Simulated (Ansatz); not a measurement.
Mulliken charges of `COB(O)F` from ωB97M-V/def2-TZVPP in Ansatz (PBE0-D4/def2-TZVP geometry).

| atom | x (Å) | y (Å) | z (Å) | charge (e) |
| --- | --- | --- | --- | --- |
| C1 | -0.649 | 0.491 | -1.086 | -0.139 |
| O2 | -0.487 | 0.690 | 0.305 | -0.303 |
| B3 | 0.320 | -0.085 | 1.049 | 0.487 |
| O4 | 1.040 | -1.114 | 0.525 | -0.310 |
| F5 | 0.402 | 0.188 | 2.355 | -0.267 |
| H6 | -1.701 | 0.285 | -1.291 | 0.119 |
| H7 | -0.041 | -0.338 | -1.451 | 0.104 |
| H8 | -0.363 | 1.407 | -1.607 | 0.119 |
| H9 | 1.568 | -1.570 | 1.184 | 0.190 |

Question: By hand: the dipole of these point charges (1 e Å = 4.8032 D).

Answer: Σ q r = (0.012, -0.156, -0.493) e Å, of length 0.517 e Å = 2.48 D.

Question: How does the dipole of the full density compare? (Estimate.)

Answer: The calculation gave: (0.130, -0.230, -0.249) e Å, 1.74 D; the point charges give 1.43 times that, at 31° from its direction.

Point charges leave out the atoms' own dipoles, such as those of lone pairs, and Mulliken's split depends on the basis, so the two needn't agree.
